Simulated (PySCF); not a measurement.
# Telling isomers of C5H10F2O2Si apart by NMR

One averaged value for each set of equivalent atoms, one computed conformer, no relativistic terms, in vacuum. Shielding tensors at PBE0/pcSseg-1 (GIAO); GFN2-xTB geometry; PySCF 2.14.

δ = σ(ref) − σ, references computed at the same level: ¹H (σ = 31.72 ppm), ¹³C (σ = 186.93 ppm) vs TMS. Splittings of carbon signals by F and P are missing where no couplings were computed. Where no couplings were computed, multiplicities follow the n + 1 count of equivalent neighbours, and m marks all less simple cases (inequivalent or close neighbours, rings, F or P nearby). Shifts are as computed. Against solution values, carbons near 30 ppm lie about +3 ppm off and those near 130 ppm about +5 ppm. Of 1309 compounds with measured shifts, 239 miss one by over three times the rms of a fit or turn the order of signals round; such compounds aren't used in these exercises.

(1) Tabulate the signals of `CO[C@@H]1[C@H]([SiH3])[C@H]1OC(F)F`, `FC(F)OCO[SiH]1CCC1` and their relative energies.

(2) What is the quickest way to tell CO[C@@H]1[C@H]([SiH3])[C@H]1OC(F)F from FC(F)OCO[SiH]1CCC1?

Results:

(1) 
```json
{"SMILES": "CO[C@@H]1[C@H]([SiH3])[C@H]1OC(F)F", "carbon types": "4×CH 1×CH3", "δC": "125.9, 63.8, 61.2, 60.0, 10.6", "δH": "6.18 (m, 1H), 3.85 (d, 3H), 3.64 (s, 3H), 3.57 (m, 1H), 3.47 (m, 1H), 0.59 (m, 1H)", "E rel. (kcal/mol)": "45.8"}
{"SMILES": "FC(F)OCO[SiH]1CCC1", "carbon types": "1×CH 4×CH2", "δC": "122.0, 88.1, 21.0, 15.4", "δH": "6.69 (m, 1H), 5.77 (m, 1H), 5.37 (s, 2H), 2.04 (m, 1H), 1.82 (m, 2H), 1.80 (m, 1H), 1.52 (m, 2H)", "E rel. (kcal/mol)": "0.0"}
```

Energies are electronic energies at PBE0/pcSseg-1 on these geometries, without zero-point or thermal terms, each for the one conformer computed, which needn't be the lowest.

(2) Count the carbon signals: 5 against 4. The first has a three-membered-ring carbon (CH) at 61.2 ppm, the second an sp3 carbon bearing two oxygens (CH2) at 88.1 ppm. Their most deshielded carbons lie at 125.9 and 122.0 ppm. In the proton spectra the most deshielded non-exchanging signals are 6.18 (m, 1H) and 6.69 (m, 1H).
